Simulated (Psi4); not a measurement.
CH3Se2 (SMILES C[Se][Se]), doublet, geometry from GFN2-xTB; Psi4 with HF/def2-SVP.

The Psi4 input:
```
memory 2 GB

molecule {
0 2
C    -2.11547240   -0.41879670    0.07488089
Se   -0.55419547    0.77241374   -0.09237170
Se    1.13849247   -0.64326175    0.06997820
H    -2.07265492   -0.92307861    1.03673090
H    -3.00980833    0.19220440    0.00649221
H    -2.09080048   -1.14751331   -0.73112931
}

set {
  basis def2-svp
  reference uhf
  scf_type dfdirj+cosx
}

energy('scf')
print_variables()
```

It wrote (shortened):

```
   => Loading Basis Set <=

    Name: DEF2-SVP
    Role: ORBITAL
    Keyword: BASIS

         ---------------------------------------------------------
                                   SCF
               by Justin Turney, Rob Parrish, Andy Simmonett
                          and Daniel G. A. Smith
                              UHF Reference
         ---------------------------------------------------------

  ==> Geometry <==

    Molecular point group: c1
    Full point group: C1

    Geometry (in Angstrom), charge = 0, multiplicity = 2:

       Center              X                  Y                   Z               Mass
    ------------   -----------------  -----------------  -----------------  -----------------
         C           -2.195995107951    -0.438256835011     0.078177901808    12.000000000000
         SE          -0.634718177951     0.752953604989    -0.089074688192    79.916521800000
         SE           1.057969762049    -0.662721885011     0.073275211808    79.916521800000
         H           -2.153177627951    -0.942538745011     1.040027911808     1.007825032230
         H           -3.090331037951     0.172744264989     0.009789221808     1.007825032230
         H           -2.171323187951    -1.166973445011    -0.727832298192     1.007825032230

  Running in c1 symmetry.

  Rotational constants: A =      0.35860  B =      0.06997  C =      0.05920 [cm^-1]
  Rotational constants: A =  10750.54232  B =   2097.65924  C =   1774.91649 [MHz]
  Nuclear repulsion =  410.232542418060120

  Charge       = 0
  Multiplicity = 2
  Electrons    = 77
  Nalpha       = 39
  Nbeta        = 38

  ==> Algorithm <==

  SCF Algorithm Type is DFDIRJ+COSX.
  DIIS enabled.
  MOM disabled.
  Fractional occupation disabled.
  Guess Type is SAD.
  Energy threshold   = 1.00e-06
  Density threshold  = 1.00e-06
  Integral threshold = 1.00e-12

  ==> Primary Basis <==

  Basis Set: DEF2-SVP
    Blend: DEF2-SVP
    Number of shells: 39
    Number of basis functions: 93
    Number of Cartesian functions: 100
    Spherical Harmonics?: true
    Max angular momentum: 2

   => Loading Basis Set <=

    Name: (DEF2-SVP AUX)
    Role: JKFIT
    Keyword: DF_BASIS_SCF

  ==> Integral Setup <==

  ==> CompositeJK: Mix-and-Match J+K Algorithm Combos <==

    J tasked:                  Yes
    J algorithm:           DF-DirJ
    K tasked:                  Yes
    K algorithm:              COSX
    wK tasked:                  No
    Integrals threads:           1
[...]
  Energy and wave function converged with early screening.
  Continuing SCF iterations with tighter screening.

   @UHF iter  14: -4838.69421896360109   -1.85178e-02   2.07302e-04 ADIIS/DIIS
  Energy and wave function converged.

  ==> Post-Iterations <==

   @Spin Contamination Metric:   1.195956083E-02
   @S^2 Expected:                7.500000000E-01
   @S^2 Observed:                7.619595608E-01
   @S   Expected:                5.000000000E-01
   @S   Observed:                5.000000000E-01

    Orbital Energies [Eh]
    ---------------------

    Alpha Occupied:

[...]
    Alpha Virtual:

[...]
    Beta Occupied:

[...]
    Beta Virtual:

[...]
      93A      3.857374

    Final Occupation by Irrep:
              A
    DOCC [    38 ]
    SOCC [     1 ]
    NA   [    39 ]
    NB   [    38 ]

  @UHF Final Energy: -4838.69421896360109

   => Energetics <=

    Nuclear Repulsion Energy =            410.2325424180601203
    One-Electron Energy =               -7558.6657350286641304
    Two-Electron Energy =                2309.7389736470036041
    Total Energy =                      -4838.6942189636010880

  UHF NO Occupations:
  HONO-2 :   37  A 1.9976253
  HONO-1 :   38  A 1.9972232
  HONO-0 :   39  A 1.0000000
  LUNO+0 :   40  A 0.0027768
  LUNO+1 :   41  A 0.0023747
  LUNO+2 :   42  A 0.0005698
  LUNO+3 :   43  A 0.0001254

Computation Completed

Properties will be evaluated at   0.000000,   0.000000,   0.000000 [a0]

Properties computed using the SCF density matrix

 Multipole Moments:

 ------------------------------------------------------------------------------------
     Multipole            Electronic (a.u.)      Nuclear  (a.u.)        Total (a.u.)
 ------------------------------------------------------------------------------------

 L = 1.  Multiply by 2.5417464519 to convert [e a0] to [Debye]
 Dipole X            :         10.9671254          -11.7167718           -0.7496465
 Dipole Y            :          2.6422802           -2.8316232           -0.1893430
 Dipole Z            :         -0.4479953            0.4797449            0.0317496
 Magnitude           :                                                    0.7738402

 ------------------------------------------------------------------------------------

  Variable Map:
  ----------------------------------------------------------------------------
[...]
  Array Variable Map:
  ----------------------------------------------------------------------------
[...]
[...]
```
